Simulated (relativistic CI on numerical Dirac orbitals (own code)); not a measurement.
## Line list: Electric-dipole lines, Pb73+

Method of calculation: Dirac-Coulomb-Breit CI, KLI orbitals optimised for each configuration, QED by a radiative potential, unscaled Slater integrals (own radial code, finite nucleus).

Configurations in the expansion (outside the closed core 1s2): 2s2 2p5, 2s 2p6, 2s2 2p4 3s, 2p6 3s, 2s2 2p4 3p, 2p6 3p, 2p6 3d, 2s2 2p4 3d, 2s 2p5 3s, 2s 2p5 3p, 2s 2p5 3d, 2s2 2p4 4s, 2s2 2p4 4p, 2s2 2p4 4d, 2s2 2p4 4f, 2s2 2p3 3s2, 2s2 2p3 3s 3p, 2s2 2p4 5s, 2s 2p5 4s, 2s2 2p3 3s 3d, 2s2 2p4 5p, 2s2 2p3 3p2, 2s2 2p4 5d, 2s2 2p4 5f, 2s2 2p4 5g, 2s 2p5 4p, 2s 2p5 4d, 2s2 2p3 3p 3d, 2s 2p5 4f, 2s 2p4 3s2, 2s2 2p3 3d2, 2s 2p4 3s 3p, 2s 2p4 3s 3d, 2s 2p4 3p2, 2s 2p5 5s, 2s 2p4 3p 3d. Levels of other configurations are missing.

| λ vac (Å) | Lower | Upper | A (s⁻¹) | gf | Branching (%) |
| --- | --- | --- | --- | --- | --- |
| 0.8140 | 2s2 2p5 2P°_3/2 [1] | 2s2 2p4 4d 2D_5/2 [107] | 1.07e+15 | 6.36e-01 | 83.6 |
| 0.9038 | 2s2 2p5 2P°_1/2 [2] | 2s2 2p4 3d 2D_3/2 [129] | 2.07e+15 | 1.01e+00 | 99.8 |
| 0.9062 | 2s2 2p5 2P°_3/2 [1] | 2s2 2p4 3d 2D_3/2 [55] | 2.69e+15 | 1.33e+00 | 97.9 |
| 0.9066 | 2s2 2p5 2P°_3/2 [1] | 2s2 2p4 3d 2F_5/2 [54] | 2.10e+15 | 1.55e+00 | 99.8 |
| 0.9067 | 2s2 2p5 2P°_3/2 [1] | 2s2 2p4 3d 4P_1/2 [53] | 2.68e+15 | 6.60e-01 | 95.9 |
| 0.9084 | 2s 2p6 2S_1/2 [3] | 2s 2p5 3d 2P°_3/2 [139] | 2.49e+15 | 1.23e+00 | 97.4 |
| 0.9305 | 2s2 2p5 2P°_3/2 [1] | 2s 2p5 3p 2D_5/2 [39] | 7.91e+14 | 6.16e-01 | 96.4 |
| 1.0680 | 2s2 2p5 2P°_3/2 [1] | 2s2 2p4 3d 2D_5/2 [25] | 1.61e+15 | 1.65e+00 | 100.0 |
| 1.0686 | 2s2 2p5 2P°_1/2 [2] | 2s2 2p4 3d 2P_1/2 [63] | 4.60e+15 | 1.57e+00 | 99.5 |
| 1.0692 | 2s2 2p5 2P°_1/2 [2] | 2s2 2p4 3d 2D_3/2 [62] | 4.36e+15 | 2.99e+00 | 99.6 |
| 1.0702 | 2s 2p6 2S_1/2 [3] | 2s 2p5 3d 2P°_3/2 [85] | 3.28e+15 | 2.25e+00 | 98.1 |
| 1.0720 | 2s2 2p5 2P°_3/2 [1] | 2s2 2p4 3d 2P_3/2 [24] | 3.07e+15 | 2.11e+00 | 100.0 |
| 1.0720 | 2s2 2p5 2P°_3/2 [1] | 2s2 2p4 3d 2D_5/2 [23] | 2.57e+15 | 2.66e+00 | 100.0 |
| 1.0765 | 2s 2p6 2S_1/2 [3] | 2s 2p5 3d 2P°_1/2 [82] | 4.37e+15 | 1.52e+00 | 98.9 |
| 1.0789 | 2s 2p6 2S_1/2 [3] | 2s 2p5 3d 2D°_3/2 [81] | 1.27e+15 | 8.90e-01 | 95.6 |
| 2.7081 | 2s2 2p4 3p 2D°_5/2 [8] | 2s2 2p4 4d 2F_7/2 [98] | 1.61e+14 | 1.41e+00 | 80.0 |
| 3.0941 | 2s2 2p4 3p 4D°_7/2 [10] | 2s2 2p4 4d 4F_9/2 [104] | 2.10e+14 | 3.01e+00 | 99.4 |
| 3.0944 | 2s2 2p4 3p 2D°_5/2 [11] | 2s2 2p4 4d 2F_7/2 [103] | 1.63e+14 | 1.88e+00 | 77.1 |
| 3.1011 | 2s2 2p4 3p 2P°_3/2 [14] | 2s2 2p4 4d 2D_5/2 [119] | 1.85e+14 | 1.60e+00 | 29.2 |
| 3.1944 | 2s2 2p4 3d 2G_7/2 [52] | 2s2 2p4 4f 2H°_9/2 [229] | 4.08e+14 | 6.24e+00 | 93.1 |
| 3.1982 | 2s2 2p4 3d 4D_3/2 [15] | 2s2 2p4 4f 2F°_5/2 [111] | 2.32e+14 | 2.13e+00 | 51.9 |
| 3.1991 | 2s2 2p4 3d 2D_3/2 [19] | 2s2 2p4 4f 2F°_5/2 [120] | 3.98e+14 | 3.66e+00 | 89.6 |
| 3.1999 | 2s2 2p4 3d 4D_5/2 [17] | 2s2 2p4 4f 2F°_5/2 [111] | 1.79e+14 | 1.65e+00 | 40.1 |
| 3.2004 | 2s2 2p4 3d 4D_5/2 [17] | 2s2 2p4 4f 2G°_7/2 [110] | 3.07e+14 | 3.78e+00 | 69.2 |
| 3.2008 | 2s2 2p4 3d 2F_7/2 [16] | 2s2 2p4 4f 2G°_9/2 [109] | 4.06e+14 | 6.24e+00 | 92.8 |
| 3.2039 | 2s 2p5 3d 2F°_7/2 [73] | 2s 2p5 4f 2G_9/2 [264] | 4.02e+14 | 6.19e+00 | 86.1 |
| 3.2040 | 2s2 2p4 3d 4F_5/2 [51] | 2s2 2p4 4f 4G°_7/2 [225] | 3.48e+14 | 4.28e+00 | 78.3 |
| 3.2927 | 2s2 2p4 3d 4D_7/2 [56] | 2s2 2p4 4f 4G°_9/2 [234] | 4.08e+14 | 6.62e+00 | 95.9 |
| 3.2933 | 2s 2p5 3d 4F°_9/2 [78] | 2s 2p5 4f 4G_11/2 [272] | 4.21e+14 | 8.21e+00 | 93.0 |
| 3.2947 | 2s2 2p4 3d 2G_9/2 [59] | 2s2 2p4 4f 2H°_11/2 [237] | 4.21e+14 | 8.23e+00 | 99.7 |
| 3.2971 | 2s2 2p4 3d 2F_7/2 [20] | 2s2 2p4 4f 2G°_9/2 [115] | 3.70e+14 | 6.04e+00 | 86.7 |
| 3.2979 | 2s2 2p4 3d 4F_9/2 [21] | 2s2 2p4 4f 4G°_11/2 [114] | 4.22e+14 | 8.25e+00 | 99.7 |
| 3.3038 | 2s 2p5 3d 2F°_7/2 [83] | 2s 2p5 4f 2G_9/2 [283] | 4.19e+14 | 6.85e+00 | 84.5 |
| 3.3039 | 2s2 2p4 3d 2F_5/2 [57] | 2s2 2p4 4f 4D°_7/2 [236] | 3.70e+14 | 4.84e+00 | 87.1 |
| 3.3074 | 2s2 2p4 3d 2F_7/2 [61] | 2s2 2p4 4f 2G°_9/2 [240] | 3.54e+14 | 5.81e+00 | 83.7 |
| 3.3091 | 2s2 2p4 3d 2D_5/2 [25] | 2s2 2p4 4f 2F°_7/2 [121] | 4.13e+14 | 5.42e+00 | 95.9 |
| 3.3346 | 2s2 2p4 3d 2D_5/2 [23] | 2s2 2p4 4f 2F°_7/2 [116] | 3.12e+14 | 4.16e+00 | 71.7 |
| 3.3347 | 2s2 2p4 3d 2P_3/2 [24] | 2s2 2p4 4f 2D°_5/2 [118] | 2.82e+14 | 2.83e+00 | 64.4 |
| 7.2373 | 2s2 2p4 4f 2G°_9/2 [109] | 2s2 2p4 5g 2H_11/2 [176] | 1.25e+14 | 1.18e+01 | 95.0 |
| 7.2403 | 2s2 2p4 4f 2G°_7/2 [110] | 2s2 2p4 5g 2H_9/2 [177] | 1.09e+14 | 8.55e+00 | 82.6 |
| 7.3224 | 2s2 2p4 4f 4G°_11/2 [114] | 2s2 2p4 5g 4H_13/2 [182] | 1.28e+14 | 1.44e+01 | 98.4 |
| 7.3242 | 2s2 2p4 4f 2G°_9/2 [115] | 2s2 2p4 5g 2H_11/2 [183] | 1.17e+14 | 1.13e+01 | 90.4 |
| 7.3282 | 2s2 2p4 4f 2F°_7/2 [121] | 2s2 2p4 5g 2G_9/2 [196] | 1.27e+14 | 1.02e+01 | 98.3 |
| 7.3321 | 2s2 2p4 4f 2F°_7/2 [116] | 2s2 2p4 5g 2G_9/2 [184] | 1.09e+14 | 8.77e+00 | 84.1 |
| 15.570 | 2s2 2p4 3s 4P_5/2 [4] | 2s2 2p4 3p 4D°_7/2 [10] | 4.34e+12 | 1.26e+00 | 82.7 |

Terms are leading LS components. Brackets give the number of a level in order of energy, since labels repeat. The list gives strong lines, with weight on those to low levels, without lines whose two gauges differ by over a factor of 2.5, among the lowest 364 of 1520 levels, so that lines to higher ones, which can be the strongest, are missing. Levels whose partners in the same complex of configurations lie outside the list can be far off, and so can their lines. Rates are taken at the computed energies, electric ones in the length gauge.

At this charge energies of transitions that change n are usually good to better than 1 %, and those within a shell (Δn = 0) to a few per cent.

LS names give the leading component of a level, which can be under half, so a name can repeat, a term be missing and a line seem to break the LS rules.
